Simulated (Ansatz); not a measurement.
CH8B2SSi. Total charge 0; spin multiplicity 1. The bonds changed during the relaxation, so this is another structure than the one it started from. Geometry: relaxed with PBE0-D4/def2-TZVP. It is one conformer, not always the lowest.

```xyz
13

B    -0.065   -0.495    1.162
Si   -1.096   -1.867    0.131
S    -0.710   -0.643   -1.620
B     0.161    0.392   -0.375
C     0.898    1.732   -0.711
H     0.996   -0.391    0.443
H     0.284   -0.287    2.282
H    -0.515   -3.228   -0.020
H    -2.554   -2.003    0.388
H    -0.635    0.589    0.769
H     1.355    2.202    0.162
H     0.200    2.445   -1.159
H     1.681    1.555   -1.454
```

Question: What is the dipole moment at r2SCAN/def2-TZVPP? (Estimate.)

Answer: The calculation gave: 1.56 D, with components (0.76, 0.93, 1.00) D in this frame, pointing from negative to positive charge.

Question: And with PBE, B3LYP, ωB97M-V? (Estimate.)

Answer: Computed: PBE 1.47 D, B3LYP 1.53 D, ωB97M-V 1.56 D.

Question: Give the Mulliken charges with r2SCAN, B3LYP, PBE in def2-TZVPP. (Estimate.)

Answer: Computed: 
| atom | r2SCAN | B3LYP | PBE |
| --- | --- | --- | --- |
| B1 | -0.22 | -0.20 | -0.21 |
| Si2 | 0.27 | 0.20 | 0.16 |
| S3 | -0.28 | -0.29 | -0.24 |
| B4 | 0.28 | 0.24 | 0.19 |
| C5 | -0.25 | -0.31 | -0.34 |
| H6 | 0.04 | 0.05 | 0.08 |
| H7 | 0.05 | 0.08 | 0.06 |
| H8 | -0.08 | -0.07 | -0.06 |
| H9 | -0.08 | -0.07 | -0.06 |
| H10 | 0.04 | 0.05 | 0.08 |
| H11 | 0.06 | 0.10 | 0.11 |
| H12 | 0.08 | 0.11 | 0.12 |
| H13 | 0.08 | 0.11 | 0.12 |

B3LYP here is the variant with VWN-RPA as its local correlation; programs differ in this.
